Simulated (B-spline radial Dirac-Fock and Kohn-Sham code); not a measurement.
Auger decay of the L3 hole in I⁻

System: the I⁻ ion, configuration [Kr] 4d10 5s2 5p6, inside a Watson sphere of charge +1 and radius 2.64 Å (a model of the Madelung potential; inside it an electron's potential energy is lowered by 5.5 eV).

Input file task.json (cfg lists n, l and occupation; rrms is the nuclear radius in fm):

```json
{"items": [{
  "Z": 53,
  "q": -1,
  "cfg": [[1, 0, 2], [2, 0, 2], [2, 1, 6], [3, 0, 2], [3, 1, 6], [3, 2, 10], [4, 0, 2], [4, 1, 6], [4, 2, 10], [5, 0, 2], [5, 1, 6]],
  "A": 127,
  "rrms": 4.75,
  "watson": [1, 2.64],
  "do": ["binding", "quiet", "decay"],
  "holes": ["K", "L1", "L2", "L3", "M1", "M2", "M3", "M4", "M5", "N1", "N2", "N3", "N4", "N5"]
}]}
```

Run with: `python xray_run.py task.json out`

The computed values come from an atomic code on a B-spline grid: independent-particle radiative and Coulomb Auger rates from relativistic LDA hole-state orbitals, with Dirac-Fock energies. Kinetic energies are configuration averages from the vacuum level; the two-hole energies are estimated from single-hole states.

```
transition  kinetic energy (eV)  width (meV)  share (%)
   L3-M1M3               2565.0         77.1        3.1
   L3-M2M3               2700.9          130        5.2
   L3-M3M3               2757.3          179        7.2
   L3-M2M5               2955.3         82.4        3.3
   L3-M3M4               3001.8          187        7.5
   L3-M3M5               3016.2          282       11.3
   L3-M4M4               3245.2         27.9        1.1
   L3-M4M5               3255.8          540       21.7
   L3-M5M5               3268.4          362       14.5
   L3-M3N3               3521.9         59.3        2.4
   L3-M3N4               3607.1         27.5        1.1
   L3-M3N5               3609.1         40.9        1.6
   L3-M5N3               3779.5         41.7        1.7
   L3-M4N5               3855.3         61.3        2.5
   L3-M5N4               3865.0         72.1        2.9
   L3-M5N5               3867.2         91.3        3.7
```

The listed channels hold 91 % of the non-radiative rate. Summed by principal shells, of 2.49 eV in all: LMM 76.2 %, LMN 21.3 %, LNN 1.5 %, LMO 0.9 %.
